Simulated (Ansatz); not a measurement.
Cartesian coordinates (Å):
SMILES: [OH][Al]([OH])[OH]
```xyz
7

O      0.0918     1.6873    -0.0688
Al     0.0001     0.0002     0.0000
O      1.4162    -0.9226     0.0515
O     -1.5081    -0.7645     0.0173
H     -0.6878     2.2433    -0.0992
H      2.2885    -0.5265     0.0433
H     -1.6007    -1.7172     0.0558
```
Charge 0, multiplicity 1.

Computed with frozen-core CCSD(T)/cc-pVTZ // r2SCAN-D4/def2-TZVP (Ansatz, a first-principles code).

| Property | Result |
|---|---|
| HF energy | -468.54006 Ha |
| MP2 correlation energy | -0.80604 Ha |

Estimate the CCSD correlation energy, the (T) correction, the total energy and the T1 diagnostic.


| Quantity | Value |
|---|---|
| CCSD correlation energy | -0.81176 Ha |
| (T) correction | -0.02760 Ha |
| CCSD(T) total energy | -469.37942 Ha |
| T1 diagnostic | 0.012 |
